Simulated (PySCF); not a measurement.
C₂H₆ClFOSi, SMILES F[Si@@H]([C@H](C)O)Cl. Heavy atoms are numbered as in [CH3:1][C@H:2]([OH:3])[Si@H:4]([F:5])[Cl:6]. Hydrogens are named by the atom that carries them.

Geometry optimised at PBE0-D3(BJ)/def2-SVP. The structure was generated by enumeration; whether it is a known compound was not checked. Other conformers were not sampled.

Calculation: PBE/pcSseg-1 in PySCF.

GIAO shieldings, no solvent; atoms alike by connectivity are averaged. δ = σ(ref) − σ: ¹³C against TMS (σ = 182.0 ppm); ¹⁷O against H2O (σ = 334.3 ppm); ²⁹Si against TMS (σ = 335.4 ppm); ¹⁹F against CFCl3 (σ = 133.6 ppm); ³⁵Cl against HCl (σ = 936.5 ppm); ¹H against TMS (σ = 31.49 ppm), references at their B3LYP-D3(BJ)/def2-TZVP geometries, non-relativistic (without spin–orbit terms, shifts of atoms bonded to Cl or Br come out too high).

Computed chemical shifts:
```tsv
nucleus	atoms	count	δ (ppm)
¹³C	C2 (CH)	1	68.2
¹³C	C1 (CH3)	1	22.2
¹⁷O	O3 (OH)	1	51.5
²⁹Si	Si4 (SiH)	1	14.7
¹⁹F	F5	1	-181.2
³⁵Cl	Cl6	1	37.6
¹H	H on Si4	1	5.76
¹H	H on C2	1	4.15
¹H	H on C1	3	1.46
¹H	H on O3	1	0.04
```
